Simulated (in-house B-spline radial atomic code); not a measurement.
Results of a calculation; reference values are marked as such.
**Zn ion on C atom: potential, deflection and energy transfer**

The pair potential comes from two frozen, spherical free-atom densities (PBE, B-spline radial code, scalar-relativistic past argon): electrostatics plus the change in Thomas-Fermi kinetic and Dirac exchange energy where they overlap, the recipe behind the universal ZBL potential, which averages such potentials (from solid-state densities) over many pairs. It is written V = (Z1 Z2 e²/r) φ(r/a), with e² = 14.3996 eV·Å and a = 0.46850 Å/(Z1^0.23 + Z2^0.23); ZBL's fit is φ = 0.18175 e^(−3.1998x) + 0.50986 e^(−0.94229x) + 0.28022 e^(−0.4029x) + 0.02817 e^(−0.20162x). Where φ falls below 4e-4 it is continued as an exponential.

Masses 65.38 and 12.01 u.

```json
{"x = r/a": "0.1", "φ, this pair": "0.8919", "φ, ZBL": "0.8928"}
{"x = r/a": "0.25", "φ, this pair": "0.7727", "φ, ZBL": "0.7647"}
{"x = r/a": "0.5", "φ, this pair": "0.625", "φ, ZBL": "0.6096"}
{"x = r/a": "1", "φ, this pair": "0.433", "φ, ZBL": "0.4164"}
{"x = r/a": "1.5", "φ, this pair": "0.3145", "φ, ZBL": "0.2995"}
{"x = r/a": "2", "φ, this pair": "0.2339", "φ, ZBL": "0.2218"}
{"x = r/a": "3", "φ, this pair": "0.1368", "φ, ZBL": "0.1292"}
{"x = r/a": "4", "φ, this pair": "0.0833", "φ, ZBL": "0.08026"}
{"x = r/a": "5", "φ, this pair": "0.0536", "φ, ZBL": "0.05224"}
{"x = r/a": "6.5", "φ, this pair": "0.03095", "φ, ZBL": "0.02914"}
{"x = r/a": "8", "φ, this pair": "0.01897", "φ, ZBL": "0.01705"}
{"x = r/a": "10", "φ, this pair": "0.00984", "φ, ZBL": "0.008778"}
{"x = r/a": "12", "φ, this pair": "0.005007", "φ, ZBL": "0.00474"}
{"x = r/a": "14.5", "φ, this pair": "0.002139", "φ, ZBL": "0.002328"}
{"x = r/a": "17", "φ, this pair": "0.0009097", "φ, ZBL": "0.001212"}
```

At x = 1 the electrostatic, kinetic and exchange parts are 6482.35, 2495.26 and -122.74 eV. Find r, V and φ.

a = 0.46850/(2.1864 + 1.5100) = 0.12674 Å, so r = 0.12674 Å. V = 6482.35 + 2495.26 + (-122.74) = 8854.87 eV. The bare repulsion is 30 × 6 × 14.3996/0.12674 = 20450 eV, so φ = 0.4330, +4.0 % against ZBL's 0.4164. The kinetic (Pauli) term is 28 % of V here.

The ion comes in at 13.18 keV with impact parameter 0.2535 Å. The scattering integral gives a centre-of-mass angle of 59.37° and a closest approach of 2.864 a. What are the reduced energy, the energy passed on and the laboratory angles?

ε = E a M2/(Z1 Z2 e² (M1 + M2)) = 13180 × 7.5886e-06 = 0.1. The most that one collision can pass on is γE with γ = 4 M1 M2/(M1 + M2)² = 0.5244. Here T = γE sin²(θ/2) = 0.5244 × 13180 × 0.2453 = 1695 eV. The ion turns by arctan(sin θ/(cos θ + M1/M2)) = 8.2°, and the struck atom leaves at (180° − θ)/2 = 60.3°. The closest approach is 0.363 Å. With ZBL the angle would be 57.39° and T = 1593 eV.
